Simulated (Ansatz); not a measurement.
Stepwise reaction of `N[SiH](N)[GeH3]` with hydrogen chloride, as a gas-phase model of exchange steps in deposition or etching. ΔE in kJ/mol.

Isolated molecules relaxed with PBE0-D4/def2-TZVP in Ansatz; ΔE leaves out vibrations. CCSD(T)/CBS is the MP2 limit (def2-TZVPP, def2-QZVPP) plus CCSD(T) − MP2 in def2-TZVPP, frozen cores. This one scheme is used for every species. DFT in def2-TZVPP. B3LYP here is the variant with VWN-RPA as its local correlation; programs differ in this. For Ge outer-core shells are correlated without core-valence functions, which leaves a few kJ/mol of doubt a bond. Scalar relativity is left out up to krypton. Each species was taken in one conformer, which may not be the lowest.

```json
{"step": "1", "reaction": "`N[SiH](N)[GeH3]` + HCl → `N[SiH](Cl)[GeH3]` + NH₃", "PBE-D4": "-57.0", "B3LYP-D4": "-53.4", "ωB97M-V": "-54.5", "CCSD(T)/CBS": "-53.4"}
{"step": "2", "reaction": "`N[SiH](Cl)[GeH3]` + HCl → `Cl[SiH](Cl)[GeH3]` + NH₃", "PBE-D4": "-39.7", "B3LYP-D4": "-36.0", "ωB97M-V": "-36.6", "CCSD(T)/CBS": "-37.0"}
```

By hand: ΔE of the 2 steps together at CCSD(T)/CBS.

(-53.4) + (-37.0) = -90.4 kJ/mol, or -45.2 kJ/mol a step.

In ΔE each step is higher than the one before. All are downhill at CCSD(T)/CBS. PBE-D4 differs from CCSD(T)/CBS by -3.6 to -2.7 kJ/mol a step. Isolated molecules leave out the surface, adducts and barriers. Largest T1 diagnostic: 0.011.
